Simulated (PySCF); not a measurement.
System: trimethylsilane, C$_{3}$H$_{10}$Si, net charge 0, singlet state. 
Geometry from a B3LYP-D3(BJ)/def2-TZVP (Ansatz) optimisation:
```
Si
H 1 1.4890
C 1 1.8781 2 108.69
H 3 1.0921 1 111.24 2 60.09
H 3 1.0921 4 107.79 1 122.20
H 3 1.0929 4 107.78 5 116.09
C 1 1.8781 2 108.69 3 120.00
H 7 1.0921 1 111.24 2 -60.09
H 7 1.0921 8 107.79 1 -122.20
H 7 1.0929 8 107.78 9 -116.09
C 1 1.8781 2 108.69 7 120.00
H 11 1.0921 1 111.24 2 -60.09
H 11 1.0921 12 107.79 1 -122.20
H 11 1.0929 12 107.78 13 -116.09
```
Charge 0, spin multiplicity 1.

Dispersion corrections to the total energy (kcal/mol) from the dftd3 and dftd4 libraries through PySCF: D3(BJ) without and D4 with the three-body term, each with the damping fitted for the functional named.

```tsv
functional	D3(BJ)	D4
PBE0	-5.56	-5.03
PW6B95	-3.28	?
BHLYP	-8.71	-7.01
r2SCAN	-1.85	-1.53
B3LYP	?	-9.48
TPSS	-8.04	-8.01
B2GP-PLYP	-4.22	?
```

**Question.** What belongs in the gaps?

**Answer.** 
- PW6B95, D4: -5.13
- B3LYP, D3(BJ): -11.03
- B2GP-PLYP, D4: -2.52
